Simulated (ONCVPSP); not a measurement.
beryllium: from the effect back to the setting (ONCV)

Base potential:

beryllium, optimised norm-conserving Vanderbilt (ONCV), made with ONCVPSP 4.0.1 (BLYP, scalar-relativistic). Core none, reference 1s2 2s2. Waves: 1s+2s: rc 0.90 bohr, ncon 4, nbas 7, qcut 11.7 1/bohr, 2 projectors; p scattering state at 0.43 Ha: rc 0.90 bohr, ncon 5, nbas 8, qcut 8.7 1/bohr, 2 projectors, debl 1.5 Ha. Local part: polynomial inside 0.70 bohr (lpopt 5, dvloc0 3 Ha). Core correction: none.

Cutoffs, loose and tight: the cutoffs (Ha) at which the residual kinetic energy of the hardest occupied pseudo-wave falls to 1 and 0.1 mHa per electron. They do not see the model core or the augmentation charge, which bear on the density cutoff. Test errors are all-electron minus pseudo excitation energies from the reference, over the configurations 1s2 2s1; 1s2 2s0; 1s2 2s1.5; 1s2 2s1 2p1; variants that change the core or the reference have their own tests.

Only the scale of all radii (base = 1) is moved:

| scale of all radii (base = 1) | cutoff, loose | cutoff, tight | bound ghosts | largest test error (meV) |
| --- | --- | --- | --- | --- |
| 0.8 | 173 Ha | 240 Ha | none | +4.4 |
| 0.89 | 70 Ha | 180 Ha | none | +4.9 |
| 1.04 | 58 Ha | 68 Ha | none | +5.1 |
| 1.11 | 55 Ha | 63 Ha | none | +4.7 |
| 1.2 | 51 Ha | 59 Ha | none | +3.1 |
| 1.29 | 48 Ha | 55 Ha | none | +1.6 |

One more run gave cutoff, loose: 62 Ha; cutoff, tight: 98 Ha; bound ghosts: none; largest test error (meV): +5.1. Which value of the scale of all radii (base = 1) was used?

0.98. The loose cutoff moves one way along this sweep, from 173 Ha at 0.8 to 48 Ha at 1.29, which places the run between 0.89 and 1.04.
